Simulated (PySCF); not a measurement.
Compound: C₆H₁₄N₂OSi.
Atom-mapped SMILES: `[CH3:1][O:2][C@@H:3]1[CH:4]=[N:5][N:6]([SiH:7]([CH3:8])[CH3:9])[CH2:10]1`

Probes without a nucleus sit at each ring's centroid and 1 Å off its mean plane on both sides; NICS is minus the shielding there, NICSzz its component along the normal. Level: GIAO PBE0/pcSseg-1 (PySCF, non-relativistic, gas phase) on the GFN2-xTB geometry, one conformer.

Ring bond lengths (Å), with Mayer bond orders in brackets: C3–C4 1.515 (0.97), C4–N5 1.270 (1.80), N5–N6 1.340 (1.11), N6–C10 1.463 (0.87), C10–C3 1.543 (0.98).

Question: What do the NICS probes read (ppm)?

Answer: 
```
           ring                                                       type  NICS(0)  NICS(1), two faces  NICS(1)zz, two faces  rms pucker (Å)  centre to ring atoms, mean (Å)
C3–C4–N5–N6–C10  5-membered ring with 2 N; formal bonds 1 double, 4 single     -2.6         -2.7 / -3.8           -2.7 / -5.6            0.00                            1.21
```

Question: What do they say, and how far can they be read as aromaticity?

Answer: 
- C3–C4–N5–N6–C10: mean NICS(1)zz -4.1 ppm, shielded. C3, C10 have four or more neighbours, and the NICS criterion for π rings isn't applied.

Question: At the first NICS(1) probe listed for ring C3–C4–N5–N6–C10, 1 Å off the ring, what do the in-plane components average?

Answer: The isotropic value is a third of the trace: (3 × -2.7 − (-2.7))/2 = -2.7 ppm.

Question: Give the inner angles of the rings and the Hirshfeld charges of the ring atoms.

Answer: 
- C3–C4–N5–N6–C10: C3 99.8° (+0.038 e), C4 113.5° (-0.026 e), N5 111.5° (-0.095 e), N6 111.1° (-0.113 e), C10 104.0° (-0.036 e); sum 540.0° against 540° for a flat convex ring.

Question: How shielded are the nuclei of the rings and their hydrogens (means over atoms taken as equivalent)?

Answer: 
```tsv
atoms	environment	σ isotropic (ppm)
C3	sp3 carbon bound to oxygen	96.8
C4	C=N carbon	49.4
N5	C=N nitrogen	-124.4
N6	silicon-bound nitrogen	121.0
C10	sp3 carbon bound to nitrogen	133.7
H on C3	methine hydrogen	26.85
H on C4	hydrogen on a C=N carbon	25.32
H on C10	methylene hydrogen	28.33
H on C10	methylene hydrogen	28.42
```

Hardware: one thread, Arm Neoverse V2 (aarch64), no GPU, shared host with 192 logical CPUs at a one-minute load of 125. Cost: 57 s, 1.1 GiB resident at most. This is the whole shielding run at PBE0/pcSseg-1, SCF included.
